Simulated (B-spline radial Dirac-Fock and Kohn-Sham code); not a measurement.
## Dipole and non-dipole photoemission parameters of Tl 4d3/2

System: the free thallium atom in the configuration [Xe] 4f14 5d10 6s2 6p1; threshold 405.7 eV (tabulated edge). Model: Dirac-Hartree-Slater photoionisation with a Latter tail; cross sections with all multipoles, angular parameters from the dipole term and its interference with E2. Program: an atomic code on a B-spline grid.

For linearly polarised light dσ/dΩ = σ/(4π) [1 + β P₂(cos θ) + (δ + γ cos²θ) sin θ cos φ], with θ from the polarisation vector and φ the angle between the beam and the projection of the electron momentum on the plane normal to the polarisation.

```csv
hν (eV),σ (kb),β,γ,δ
456,148,-0.019,0.120,-0.003
479,164,-0.578,0.070,0.014
585,217,-0.545,-0.164,0.165
944,206,0.557,0.183,0.052
1040,188,0.698,0.160,0.033
1253.6,151,0.914,0.078,0.011
1486.9,117,1.062,0.004,0.005
2360,50.2,1.304,-0.032,0.020
4720,9.69,1.391,0.448,0.064
5510,6.39,1.379,0.624,0.076
5820,5.49,1.372,0.690,0.081
6120,4.77,1.365,0.753,0.085
8047.8,?,?,?,?
10000,1.12,1.255,1.422,0.143
11500,0.720,1.212,1.623,0.166
12000,0.628,1.198,1.684,0.174
```

Question: Give the values at Cu Kα (8047.8 eV).

Answer: σ = 2.16 kb, β = 1.313, γ = 1.115, δ = 0.114.

Values without a named source are computed, but for edge energies of neutral atoms, which are taken from tables.
